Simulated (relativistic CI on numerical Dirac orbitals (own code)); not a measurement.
# Hyperfine structure of Xe⁹⁺, mass number 131

Computed by Dirac-Coulomb-Breit CI, KLI orbitals optimised for each configuration, model QED (radiative potential, 1s self-energy scaled to tabulated hydrogen-like ionisation energies), unscaled Slater integrals (own radial code, finite nucleus).

CI space (outside the closed core [Ar] 3d10): 4s²4p⁶4d⁹, 4s²4p⁵4d¹⁰, 4s²4p⁶4d⁸4f, 4s²4p⁶4d⁸5s, 4s²4p⁶4d⁸5p, 4s4p⁶4d¹⁰, 4s²4p⁵4d⁹4f, 4s²4p⁶4d⁷5s5p, 4s²4p⁶4d⁸5d, 4s²4p⁶4d⁷4f5s, 4s²4p⁶4d⁸6s, 4s²4p⁶4d⁸6p, 4s²4p⁶4d⁸5f, 4s4p⁶4d⁹4f, 4s²4p⁶4d⁷5s², 4s²4p⁶4d⁶4f5s², 4s²4p⁶4d⁶5s²5p, 4s²4p⁵4d⁷4f5s². Double excitations out of closed p, d and f shells are left out; levels of such configurations are missing from the list, as are those of other unlisted configurations, and high levels can miss mixing partners.

Nuclear spin I = 3/2, μ = 0.69185 μN, Q = -0.114 b (tables of Stone and Pyykkö). The electronic factors are computed for point nuclear moments, without core polarisation or the Bohr-Weisskopf and QED corrections.

```
            Level  E (cm⁻¹)  A (MHz)  B (MHz)
  4s²4p⁶4d⁹ ²D5/2         0    808.1      414
  4s²4p⁶4d⁹ ²D3/2     16732     1991      316
4s²4p⁶4d⁸5s ⁴F9/2    508505     3966      225
4s²4p⁶4d⁸5s ⁴F7/2    514981    -1009      175
4s²4p⁶4d⁸5s ⁴F5/2    524080     1857    -36.5
4s²4p⁶4d⁸5s ⁴F3/2    525766    -4285    -22.8
4s²4p⁶4d⁸5s ²F7/2    528391     3866      189
4s²4p⁶4d⁸5s ⁴P1/2    545270    18110
```

Levels with J = 0, under 50 % of one LS term, or S terms without an open s electron are left out. Small factors come from cancelling terms and can be off by tens of per cent or more.

At this charge energies of transitions that change n are usually good to better than 1 %, and those within a shell (Δn = 0) to a few per cent. Levels and lines within the n = 5 or 6 shells can be off by up to 10 % or somewhat more, and those that change n by about 2 %, since core polarisation is missing.

(1) Give the hyperfine levels of 4s²4p⁶4d⁹ ²D5/2 relative to its centre of gravity.

## Answers

(1) With K = F(F + 1) − I(I + 1) − J(J + 1), E = AK/2 + B[¾K(K + 1) − I(I + 1)J(J + 1)]/[2I(2I − 1)J(2J − 1)]: F = 1: -3953, F = 2: -2668, F = 3: -429.6, F = 4: 3134 MHz.

LS names give the leading component of a level, which can be under half, so a name can repeat, a term be missing and a line seem to break the LS rules.
